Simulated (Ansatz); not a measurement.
K₄H₄. Total charge 0; singlet. Geometry r2SCAN-D4/def2-SVP.

Cartesian coordinates in Å:
```
K 1.296 1.692 0.914
K -1.985 -0.178 1.185
K -0.465 0.494 -2.218
K 1.154 -2.008 0.119
H 0.451 -0.478 2.147
H 1.922 0.172 -1.147
H -1.117 1.945 -0.115
H -1.255 -1.638 -0.885
```

The structure comes from a short search, and lower isomers may exist.

(1) Estimate the orbital energies around the gap (eV) in Ansatz with PBE-D4/def2-SVP, r2SCAN-D4/def2-TZVPD, r2SCANh-D4/def2-TZVP, PBE0-D4/def2-TZVP, ωB97M-V/def2-TZVP.

## Answers

(1) 
```tsv
orbital	PBE-D4/def2-SVP	r2SCAN-D4/def2-TZVPD	r2SCANh-D4/def2-TZVP	PBE0-D4/def2-TZVP	ωB97M-V/def2-TZVP
HOMO−5	-17.30	-17.69	-18.42	-19.10	-21.62
HOMO−4	-17.30	-17.69	-18.42	-19.10	-21.62
HOMO−3	-4.33	-4.44	-4.87	-5.43	-7.78
HOMO−2	-3.54	-3.73	-4.14	-4.62	-6.76
HOMO−1	-3.54	-3.73	-4.13	-4.62	-6.76
HOMO	-3.54	-3.73	-4.13	-4.62	-6.76
LUMO	-0.61	-0.02	0.15	-0.15	0.24
LUMO+1	-0.61	-0.02	0.15	-0.15	0.24
LUMO+2	-0.61	-0.02	0.15	-0.15	0.24
LUMO+3	-0.49	0.03	0.30	-0.04	0.32
LUMO+4	0.63	0.71	1.33	1.16	1.92
LUMO+5	0.63	0.71	1.33	1.16	1.92
```
